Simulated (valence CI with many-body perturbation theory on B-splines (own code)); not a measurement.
## Forbidden lines of Ir4+

Level of theory: configuration interaction combined with many-body perturbation theory (CI+MBPT): five valence electrons over a frozen Dirac-Fock core [Xe] 4f14, radial functions for each j: 7 s, 7 p, 8 d, 6 f, 4 g, 1 h, with the one-electron correlation potential Σ1, the two-electron term Σ2, the three-electron term Σ3, Breit, model QED; selected CI, second order for the rest, scaled by the run's own slope (own B-spline code, finite nucleus).

No measured spectrum was set against this ion. As an estimate, terms of the open shell hold to 2 to 4 % of their energy, and close levels can change places; different configurations can be misplaced against each other by 1,000 to 8,000 cm⁻¹. Core correlation moves these levels by up to 13000 cm⁻¹, and in measured spectra 5 to 20 % of such shifts remained as error; rates that hang on mixing are uncertain with them. Among the levels kept, up to 1400 cm⁻¹ of a level comes from second order outside the variational space, and about a tenth of that is noise between levels of different J, which matters for small intervals. Only levels of the ground parity were solved; by the run's estimate the other parity begins above the list, which can be wrong where configurations are misplaced.

Lines 51 to 100 of 120 in falling wavelength, among levels below 104940 cm⁻¹, chosen from the decays that carry over 1 % of a level's rate. Wavelengths and rates use the calculated energies, so an error of 2000 cm⁻¹ moves a line at 761.5 nm by 15 % and its rate by three times that or more. S is in atomic units (e²a₀⁴ for E2 and M2, e²a₀⁶ for E3), for M1 in squared Bohr magnetons. Weak lines are less certain than strong ones. Lines between different terms over intervals too small for the method are left out, as are lines whose strength nearly cancels.

Names give the largest LS component (configuration and term), which can be under half, so a name can repeat, a term be missing and a line seem to break the LS rules; names also repeat where a configuration has a term twice. Letters in brackets count levels of one name in rising energy.

| λ vac (nm) | Upper | Lower | Type | A (s⁻¹) | S (a.u.) |
| --- | --- | --- | --- | --- | --- |
| 776.4 | 5d5 2F_7/2 [b] | 5d5 2F_7/2 [a] | M1 | 2.44e+00 | 3.39e-01 |
| 761.5 | 5d5 2D_3/2 [a] | 5d5 4D_3/2 [b] | M1 | 8.13e+00 | 5.32e-01 |
| 708.4 | 5d5 2G_9/2 [a] | 5d5 4G_11/2 | M1 | 5.68e+00 | 7.49e-01 |
| 705.3 | 5d5 2F_7/2 [a] | 5d5 4G_7/2 | M1 | 4.63e-01 | 4.82e-02 |
| 701.9 | 5d5 2S_1/2 | 5d5 4F_3/2 | M1 | 1.61e+00 | 4.12e-02 |
| 697.1 | 5d5 4F_7/2 | 5d5 2G_9/2 [a] | M1 | 2.02e+01 | 2.03e+00 |
| 695.0 | 5d5 2D_3/2 [a] | 5d5 4D_1/2 | M1 | 6.81e+00 | 3.39e-01 |
| 691.5 | 5d5 2I_13/2 | 5d5 4G_11/2 | M1 | 2.15e+00 | 3.69e-01 |
| 684.1 | 5d5 4F_5/2 | 5d5 4D_7/2 | M1 | 2.27e+00 | 1.61e-01 |
| 681.6 | 5d5 2D_5/2 [a] | 5d5 4G_5/2 [a] | M1 | 8.02e+00 | 5.65e-01 |
| 680.8 | 5d5 4F_3/2 | 5d5 4D_3/2 [a] | M1 | 2.82e+01 | 1.32e+00 |
| 666.0 | 5d5 2H_9/2 | 5d5 4D_7/2 | M1 | 3.11e+00 | 3.41e-01 |
| 649.5 | 5d5 2H_11/2 | 5d5 2I_13/2 | M1 | 1.14e+01 | 1.39e+00 |
| 648.4 | 5d5 2F_5/2 [a] | 5d5 4G_5/2 [b] | M1 | 5.06e+01 | 3.07e+00 |
| 646.8 | 5d5 2G_9/2 [a] | 5d5 4G_7/2 | M1 | 5.95e+00 | 5.97e-01 |
| 639.8 | 5d5 4F_7/2 | 5d5 2F_7/2 [a] | M1 | 7.83e+00 | 6.08e-01 |
| 637.4 | 5d5 2G_7/2 [a] | 5d5 4D_7/2 | M1 | 2.38e+00 | 1.83e-01 |
| 635.3 | 5d5 2H_11/2 | 5d5 2G_9/2 [a] | M1 | 8.20e+00 | 9.35e-01 |
| 620.8 | 5d5 2F_5/2 [b] | 5d5 2D_5/2 [a] | M1 | 9.29e+00 | 4.94e-01 |
| 617.0 | 5d5 2F_5/2 [a] | 5d5 4D_3/2 [a] | M1 | 3.68e+00 | 1.92e-01 |
| 600.5 | 5d5 2D_3/2 [a] | 5d5 2D_5/2 [a] | M1 | 9.65e+00 | 3.10e-01 |
| 589.1 | 5d5 2S_1/2 | 5d5 4D_3/2 [b] | M1 | 8.90e+00 | 1.35e-01 |
| 583.2 | 5d5 2F_5/2 [a] | 5d5 4G_7/2 | M1 | 7.00e+00 | 3.09e-01 |
| 571.4 | 5d5 4G_5/2 [a] | 5d5 6S_5/2 | M1 | 2.33e+01 | 9.68e-01 |
| 565.6 | 5d5 2F_7/2 [b] | 5d5 2D_5/2 [a] | M1 | 9.25e+00 | 4.96e-01 |
| 554.2 | 5d5 2F_5/2 [b] | 5d5 4D_7/2 | M1 | 1.50e+01 | 5.68e-01 |
| 549.7 | 5d5 4D_3/2 [b] | 5d5 4G_5/2 [a] | M1 | 1.07e+00 | 2.64e-02 |
| 548.5 | 5d5 2S_1/2 | 5d5 4D_1/2 | M1 | 1.26e+00 | 1.54e-02 |
| 527.7 | 5d5 2H_11/2 | 5d5 2I_11/2 | M1 | 4.74e+01 | 3.10e+00 |
| 513.5 | 5d5 2F_7/2 [a] | 5d5 4G_5/2 [a] | M1 | 1.06e+00 | 4.26e-02 |
| 509.8 | 5d5 2F_7/2 [b] | 5d5 4D_7/2 | M1 | 1.92e+01 | 7.56e-01 |
| 496.5 | 5d5 2H_9/2 | 5d5 4G_9/2 | M1 | 2.98e+01 | 1.35e+00 |
| 491.7 | 5d5 4F_5/2 | 5d5 4G_5/2 [b] | M1 | 1.28e+01 | 3.39e-01 |
| 480.4 | 5d5 2G_7/2 [a] | 5d5 4G_9/2 | M1 | 9.77e+00 | 3.21e-01 |
| 478.0 | 5d5 4F_3/2 | 5d5 4G_5/2 [a] | M1 | 2.39e+01 | 3.86e-01 |
| 473.7 | 5d5 2H_9/2 | 5d5 4G_11/2 | M1 | 1.12e+01 | 4.42e-01 |
| 467.1 | 5d5 2G_7/2 [a] | 5d5 4G_5/2 [b] | M1 | 2.49e-01 | 7.51e-03 |
| 453.3 | 5d5 4F_5/2 | 5d5 4G_7/2 | M1 | 1.65e+01 | 3.42e-01 |
| 447.1 | 5d5 4F_7/2 | 5d5 4D_7/2 | M1 | 1.14e+01 | 3.01e-01 |
| 445.6 | 5d5 2F_5/2 [a] | 5d5 4G_5/2 [a] | M1 | 2.43e+00 | 4.78e-02 |
| 445.3 | 5d5 2H_9/2 | 5d5 4G_7/2 | M1 | 1.26e+01 | 4.12e-01 |
| 438.7 | 5d5 4G_7/2 | 5d5 6S_5/2 | M1 | 1.45e+00 | 3.64e-02 |
| 421.4 | 5d5 4D_3/2 [a] | 5d5 6S_5/2 | M1 | 4.12e+01 | 4.57e-01 |
| 420.8 | 5d5 2F_5/2 [b] | 5d5 4G_5/2 [b] | M1 | 1.80e+01 | 2.99e-01 |
| 411.4 | 5d5 2D_3/2 [a] | 5d5 4G_5/2 [b] | M1 | 5.55e-01 | 5.73e-03 |
| 407.9 | 5d5 4G_5/2 [b] | 5d5 6S_5/2 | M1 | 2.20e+01 | 3.32e-01 |
| 407.4 | 5d5 2F_5/2 [b] | 5d5 4D_3/2 [a] | M1 | 4.48e+00 | 6.73e-02 |
| 404.1 | 5d5 2F_7/2 [b] | 5d5 4G_9/2 | M1 | 2.56e+01 | 5.00e-01 |
| 398.5 | 5d5 2D_3/2 [a] | 5d5 4D_3/2 [a] | M1 | 2.63e+00 | 2.46e-02 |
| 394.7 | 5d5 2F_7/2 [b] | 5d5 4G_5/2 [b] | M1 | 8.92e-01 | 1.63e-02 |
